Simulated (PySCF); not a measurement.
CH₅Cl₂NSi, SMILES C[Si](N)(Cl)Cl.

Geometry: TPSSh-D3(BJ)/def2-SVP. This is a generated structure with no PubChem entry under its InChIKey; it may be hypothetical. One conformer was computed; it need not be the lowest.

Calculation: PBE/def2-TZVP (PySCF).

Isolated molecule, no solvent.

The total energy is -1305.34746 hartree and the highest occupied level comes out as -6.57 eV. The lowest empty level comes out as -0.33 eV, the orbital gap is 6.25 eV and the dipole moment is 2.48 D. The quadrupole, principal values (traceless, Buckingham form, about the centre of nuclear charge) is -8.38, 1.84, 6.54 D·Å, the mean static polarisability comes out as 68.8 bohr³ (10.19 Å³) and the polarisability, principal values is 64.0, 69.5, 72.9 bohr³.
